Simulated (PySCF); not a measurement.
Species: C4H11N2PSi.
SMILES: `CN1C=CN(C)P1[SiH3]`

Computed with PySCF 2.14.0, density-fitted response routines, TDDFT PBE0/def2-SVPD, vertical, gas phase, core orbitals frozen in the response. Isolated species at its PBE0-D3(BJ)/def2-SVP geometry (one conformer only).

Broadening: Gaussians 0.25 eV wide at half height, area fixed by f = 4.319×10⁻⁹ ∫ε dν̃. The width is an assumption, not a result. The curve ends short of the highest state used, and states not computed would add to its high-energy end.

```json
{"λ (nm)": "239.0", "ε (L mol⁻¹ cm⁻¹)": "6314"}
{"λ (nm)": "245.5", "ε (L mol⁻¹ cm⁻¹)": "4525"}
{"λ (nm)": "252.0", "ε (L mol⁻¹ cm⁻¹)": "1460"}
{"λ (nm)": "258.6", "ε (L mol⁻¹ cm⁻¹)": "2127"}
{"λ (nm)": "265.1", "ε (L mol⁻¹ cm⁻¹)": "1890"}
{"λ (nm)": "271.6", "ε (L mol⁻¹ cm⁻¹)": "622"}
{"λ (nm)": "278.2", "ε (L mol⁻¹ cm⁻¹)": "1059"}
{"λ (nm)": "284.7", "ε (L mol⁻¹ cm⁻¹)": "4579"}
{"λ (nm)": "291.3", "ε (L mol⁻¹ cm⁻¹)": "8312"}
{"λ (nm)": "297.8", "ε (L mol⁻¹ cm⁻¹)": "6620"}
{"λ (nm)": "304.3", "ε (L mol⁻¹ cm⁻¹)": "2598"}
{"λ (nm)": "310.9", "ε (L mol⁻¹ cm⁻¹)": "534"}
{"λ (nm)": "317.4", "ε (L mol⁻¹ cm⁻¹)": "72"}
{"λ (nm)": "323.9", "ε (L mol⁻¹ cm⁻¹)": "65"}
{"λ (nm)": "330.5", "ε (L mol⁻¹ cm⁻¹)": "288"}
{"λ (nm)": "337.0", "ε (L mol⁻¹ cm⁻¹)": "780"}
{"λ (nm)": "343.5", "ε (L mol⁻¹ cm⁻¹)": "1315"}
{"λ (nm)": "350.1", "ε (L mol⁻¹ cm⁻¹)": "1446"}
{"λ (nm)": "356.6", "ε (L mol⁻¹ cm⁻¹)": "1083"}
{"λ (nm)": "363.2", "ε (L mol⁻¹ cm⁻¹)": "570"}
{"λ (nm)": "369.7", "ε (L mol⁻¹ cm⁻¹)": "223"}
{"λ (nm)": "376.2", "ε (L mol⁻¹ cm⁻¹)": "67"}
{"λ (nm)": "382.8", "ε (L mol⁻¹ cm⁻¹)": "15"}
{"λ (nm)": "389.3", "ε (L mol⁻¹ cm⁻¹)": "3"}
```

Problem. Where are the band maxima, and which computed states make them?

Solution. 348 nm (3.56 eV), ε about 1500, made up of S1 (100%); 293 nm (4.24 eV), ε about 8400, made up of S2 (100%); 261 nm (4.75 eV), ε about 2300, made up of S3 (100%); 240 nm (5.16 eV), ε about 6300, made up of S4 (85%) and S5 (15%) (ε in L mol⁻¹ cm⁻¹; maxima over ε = 5, shares over 10%). The states used: S1 3.56 eV (f 0.014); S2 4.24 eV (f 0.078); S3 4.75 eV (f 0.022); S4 5.13 eV (f 0.053); S5 5.38 eV (f 0.069); S6 5.49 eV (f 0.0054); S7 5.59 eV (f 0.0001); S8 5.61 eV (f 0.022); S9 5.75 eV (f 0.0087); S10 5.79 eV (f 0.0027).

Problem. What would ε be at 4.24 eV, the highest of these maxima, with half the width (0.125 eV)?

Solution. About 16900 L mol⁻¹ cm⁻¹ against 8440, a factor of about 2.00; a lone state at its own centre would give exactly 2.

Problem. On this curve, what absorbance would a 10⁻⁴ mol/L sample give at 365 nm over a 1 cm path?

Solution. 365 nm is 3.397 eV, where ε is about 450 L mol⁻¹ cm⁻¹, so A = ε c l ≈ 0.045 (Beer–Lambert, with the gas-phase spectrum and the assumed width).

Problem. Coming from long wavelengths, where does ε first pass 100 L mol⁻¹ cm⁻¹?

Solution. At about 374 nm (3.31 eV), 0.25 eV below S1.

The vertical ionisation energy (ΔSCF) is 6.85 eV, 1.06 eV above S10.
